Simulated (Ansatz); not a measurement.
# Strength of the C–N bond: C2H9GeN → CH6GeN + CH3

Species: C2H9GeN `C[N](C)[GeH3]`, singlet; CH6GeN `C[N][GeH3]`, doublet; CH3 `[CH3]`, doublet. 

Shapes, held fixed at every level: PBE0-D4/def2-TZVP. Programs: Ansatz 0.2.0. The zero-point and thermal change to 298 K, harmonic and unscaled (PBE0-D4/def2-TZVP), is -24.6 kJ/mol.

| level | kind | ΔH(298 K) (kJ/mol) | less CCSD(T)/def2-TZVPP |
| --- | --- | --- | --- |
| MP2/def2-SVP | perturbation theory | +377.4 | +35.6 |
| HF/def2-TZVPP | Hartree–Fock | +198.6 | -143.2 |
| wB97M-V/def2-TZVPP | range-separated hybrid | +347.5 | +5.7 |
| wB97X-V/def2-TZVPP | range-separated hybrid | +346.4 | +4.6 |
| CCSD/def2-SVP | coupled cluster or CI | +339.7 | -2.1 |
| CCSD/def2-TZVPP | coupled cluster or CI | +329.3 | -12.5 |
| CCSD(T)/def2-TZVPP | coupled cluster or CI | +341.8 | 0.0 |

The highest level, CCSD(T)/def2-TZVPP, gives ΔH(298 K) = +341.8 kJ/mol; the levels span +198.6 to +377.4. The column of differences is taken from that level and isn't an error. Hartree–Fock misses the correlation of the pair that is broken and comes out low. No measured value is set beside it here. Open shells run unrestricted. Relativity is left out for Ge. Outer-core shells of Ge are correlated, in sets that cover them unevenly.
